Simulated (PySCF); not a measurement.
CH$_{3}$BrClGa (SMILES [CH3][Ga]([Cl])[Br]), singlet, geometry from GFN2-xTB (such geometries of metal compounds can be far from the true shape), atoms displaced at random by about 0.03 Å a coordinate; TPSS/STO-3G, gradient run with PySCF.

Here is a job for PySCF.
```python
from pyscf import gto, scf, dft

mol = gto.Mole()
mol.atom = '''
    Ga    0.03333584    0.39506252   -0.50282869
    Cl    2.06431396    0.25815850   -0.94175043
    Br   -0.70810470   -0.79900864    1.28492402
    C    -1.34477865    1.44845111   -1.49486261
    H    -2.28519911    1.47085317   -0.95350573
    H    -1.56622181    0.92349252   -2.46375830
    H    -0.97087264    2.40302651   -1.74302059
'''
mol.basis = 'sto-3g'
mol.verbose = 4
mol.build()

mf = dft.RKS(mol)
mf.xc = 'tpss'
mf.kernel()
g = mf.nuc_grad_method()
grad = g.kernel()
```

Predict the main parts of the log of this PySCF run.


```
PySCF version 2.14.0

[INPUT] verbose = 4
[INPUT] num. atoms = 7
[INPUT] num. electrons = 92
[INPUT] charge = 0
[INPUT] spin (= nelec alpha-beta = 2S) = 0
[INPUT] symmetry False subgroup None
[INPUT] Mole.unit = angstrom
[INPUT] Symbol           X                Y                Z      unit          X                Y                Z       unit  Magmom
[...]
nuclear repulsion = 615.040571886533
number of shells = 27
number of NR pGTOs = 159
number of NR cGTOs = 53
basis = sto-3g
ecp = {}

******** <class 'pyscf.dft.rks.RKS'> ********
method = RKS
initial guess = minao
damping factor = 0
level_shift factor = 0
DIIS = <class 'pyscf.scf.diis.CDIIS'>
diis_start_cycle = 1
diis_space = 8
diis_damp = 0
SCF conv_tol = 1e-09
SCF conv_tol_grad = None
SCF max_cycles = 50
direct_scf = True
direct_scf_tol = 1e-13
XC library pyscf.dft.libxc version 7.1.2
    S. Lehtola, C. Steigemann, M. J. T. Oliveira, and M. A. L. Marques,  SoftwareX 7, 1–5 (2018)
XC functionals = tpss
    J. Tao, J. P. Perdew, V. N. Staroverov, and G. E. Scuseria,  Phys. Rev. Lett. 91, 146401 (2003)
    J. P. Perdew, J. Tao, V. N. Staroverov, and G. E. Scuseria,  J. Chem. Phys. 120, 6898 (2004)
    J. Tao, J. P. Perdew, V. N. Staroverov, and G. E. Scuseria,  Phys. Rev. Lett. 91, 146401 (2003)
    J. P. Perdew, J. Tao, V. N. Staroverov, and G. E. Scuseria,  J. Chem. Phys. 120, 6898 (2004)
radial grids:
    Treutler-Ahlrichs [JCP 102, 346 (1995); DOI:10.1063/1.469408] (M4) radial grids

becke partition: Becke, JCP 88, 2547 (1988); DOI:10.1063/1.454033
pruning grids: <function nwchem_prune>
grids dens level: 3
symmetrized grids: False
atomic radii adjust function: <function treutler_atomic_radii_adjust>
small_rho_cutoff = 0
Set gradient conv threshold to 3.16228e-05
Initial guess from minao.
tot grids = 103752
init E= -4937.24723081027
[...]
cycle= 1 E= -4942.80725390249  delta_E= -5.56  |g|= 0.466  |ddm|= 3.18
[...]
cycle= 2 E= -4927.77084309633  delta_E=   15  |g|= 7.26  |ddm|= 8.33
[...]
cycle= 3 E= -4939.09178124183  delta_E= -11.3  |g|= 3.45  |ddm|= 6.13

WARN: HOMO 0.0271140968524778 == LUMO 0.0278143042018096

cycle= 4 E= -4940.90801345824  delta_E= -1.82  |g|= 2.37  |ddm|=    2
[...]
cycle= 5 E= -4942.04797868659  delta_E= -1.14  |g|= 1.77  |ddm|= 3.03
[...]
cycle= 6 E= -4942.89456050885  delta_E= -0.847  |g|= 0.29  |ddm|= 2.54
[...]
cycle= 7 E= -4941.35209524466  delta_E= 1.54  |g|= 1.85  |ddm|= 3.55
[...]
cycle= 8 E= -4941.51388682604  delta_E= -0.162  |g|= 1.73  |ddm|= 0.396

[...]
[...]
cycle= 31 E= -4942.92506819399  delta_E= -1.31  |g|= 0.207  |ddm|= 3.48
[...]
cycle= 32 E= -4941.58894656749  delta_E= 1.34  |g|= 1.61  |ddm|=  3.5

WARN: HOMO -0.0287559666969538 == LUMO -0.0286837054439357

cycle= 33 E= -4942.82609409189  delta_E= -1.24  |g|= 0.617  |ddm|= 2.85
[...]
cycle= 34 E= -4942.94830256843  delta_E= -0.122  |g|= 0.0561  |ddm|= 1.91
[...]
cycle= 35 E= -4942.94890810434  delta_E= -0.000606  |g|= 0.042  |ddm|= 0.132

WARN: HOMO -0.0293801943713315 == LUMO -0.0284936469952461

cycle= 36 E= -4942.94919919746  delta_E= -0.000291  |g|= 0.0322  |ddm|= 0.119
[...]
cycle= 37 E= -4941.58502872317  delta_E= 1.36  |g|= 1.61  |ddm|= 3.48
[...]
cycle= 38 E= -4941.57550810421  delta_E= 0.00952  |g|= 1.62  |ddm|= 0.0185
[...]
cycle= 39 E= -4941.56713768844  delta_E= 0.00837  |g|= 1.63  |ddm|= 0.021
[...]
cycle= 40 E= -4941.57490671408  delta_E= -0.00777  |g|= 1.62  |ddm|= 0.0429
[...]
cycle= 41 E= -4941.57742050075  delta_E= -0.00251  |g|= 1.62  |ddm|= 0.0108
[...]
cycle= 42 E= -4941.56669995055  delta_E= 0.0107  |g|= 1.63  |ddm|= 0.0215
[...]
cycle= 43 E= -4941.50912322712  delta_E= 0.0576  |g|=  1.7  |ddm|= 0.168
[...]
cycle= 44 E= -4941.49659879361  delta_E= 0.0125  |g|= 1.71  |ddm|= 0.0425
[...]
cycle= 45 E= -4942.43762566933  delta_E= -0.941  |g|= 0.896  |ddm|= 4.15
[...]
cycle= 46 E= -4942.86221573392  delta_E= -0.425  |g|= 0.339  |ddm|= 2.13
[...]
cycle= 47 E= -4940.0297520658  delta_E= 2.83  |g|= 3.01  |ddm|=  4.3
[...]
cycle= 48 E= -4941.37823248705  delta_E= -1.35  |g|= 1.91  |ddm|= 3.22
[...]
cycle= 49 E= -4940.87848884091  delta_E=  0.5  |g|= 2.36  |ddm|= 0.859
[...]
cycle= 50 E= -4940.93228316507  delta_E= -0.0538  |g|= 2.31  |ddm|=  0.2
SCF not converged.
SCF energy = -4940.93228316507

WARN: Ground state RKS not converged

******** <class 'pyscf.grad.rks.Gradients'> for <class 'pyscf.dft.rks.RKS'> ********
unit = Eh/Bohr
grid_response = False
--------------- RKS gradients ---------------
         x                y                z
0 Ga     0.0694776831    -0.0610343856     0.0497936867
1 Cl    -0.0618990887     0.0152006491     0.0017631772
2 Br     0.0097276165     0.0156778421    -0.0257045852
3 C    -0.0342346292     0.1031422081    -0.0277180888
4 H     0.0109986306    -0.0140969160    -0.0019249645
5 H     0.0059445722    -0.0154277749    -0.0052309668
6 H     0.0005691143    -0.0432852363     0.0087861493
----------------------------------------------
```

The run did not converge; its last values are not results.
